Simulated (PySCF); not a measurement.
Input for PySCF: R-B3LYP/6-31G* on H4Si2 (SMILES [SiH][SiH3]), a point of a bond scan (R = 2.979 Å).

```python
from pyscf import gto, scf, dft, mp
from pyscf.data.elements import chemcore

mol = gto.M(
    atom='''
    Si   -0.00338560    1.03723858    0.82594973
    H    -0.44386711    1.86151131   -0.37737098
    Si    0.02918721   -0.89103927   -0.59790228
    H     1.92971555   -0.43006825   -2.84448080
    H    -1.32621922   -1.10029411   -1.17841082
    H     0.42941234   -2.14745382    0.08430899
    ''',
    basis='6-31g*',
    cart=True,
    charge=0, spin=0, verbose=3, max_memory=1800)
mf = dft.RKS(mol, xc='b3lyp')
mf.conv_tol = 1e-8
mf.max_cycle = 100
mf.kernel()
if not mf.converged:
    mf = mf.newton().run(mf.mo_coeff, mf.mo_occ)
```

Output:

```
converged SCF energy = -581.184061968771
```

The run converged.

Cost: about 1.2 core-seconds (a rough figure).
